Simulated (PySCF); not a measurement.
B(SeH)3 (BH₃Se₃), SMILES [SeH]B([SeH])[SeH]. Atoms are numbered in the order given.

```xyz
7

B     -0.0360     0.0064     0.0000
Se     1.9172    -0.1202     0.0000
H      2.1616     1.3356     0.0000
Se    -0.8554     1.7737     0.0000
H     -2.2625     1.3283     0.0000
Se    -0.9846    -1.6996     0.0000
H     -2.3439    -1.1288     0.0000
```
Charge 0, spin multiplicity 1.

The structure is a stationary point at B3LYP-D3(BJ)/def2-SVP. The values are those of a single conformer.

Two levels are set side by side: PBE/pcSseg-1 (PySCF) and KT2/pcSseg-1 (PySCF). GIAO shifts against BF3 (¹¹B), Me2Se (⁷⁷Se), TMS (¹H) at the same level; non-relativistic, no solvent, atoms listed together averaged. Differences are taken from unrounded values.

```json
[
 {"quantity": "δ(¹¹B) of B1 (ppm)", "KT2": "55.1", "PBE": "59.6", "PBE minus KT2": "4.5"}
]
```

Rough cost on one machine, each run with all the roots and properties that it gave: KT2 against PBE within a factor of 2.
